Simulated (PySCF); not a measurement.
How methods differ on the ionisation energy of Tl

Tl [Xe] 4f14 5d10 6s2 6p1 [6p1/2^1, M_J = 1/2] → Tl⁺ [Xe] 4f14 5d10 6s2, as a difference of total energies. All numbers are calculated (PySCF 2.14, the two-component X2C-1e Hamiltonian, in x2c-SVPall-2c with one added diffuse shell each of s, p type (8s12p7d2f, 93 functions)). Correlated levels: [Kr] 4d10 4f14 frozen; the 22 highest virtual spinors dropped. "Screened" scales the spin-orbit matrix elements by Boettger's factors to mimic the two-electron term; Breit and QED terms are absent.

**Question.** Order these methods by the ionisation energy they give, lowest first.
A. GMP2 (spin-free)
B. GMP2 (screened spin-orbit)
C. GHF (screened spin-orbit)
D. GHF (spin-free)

**Answer.** D (4.934 eV), A (5.064 eV), C (5.672 eV), B (5.733 eV).

The spin-free rows lack the spin-orbit shift.

Errors of the correlated levels include the incompleteness of this basis and the frozen core.

For comparison: 6.108 eV (measured; NIST Atomic Spectra Database, ionization energies).
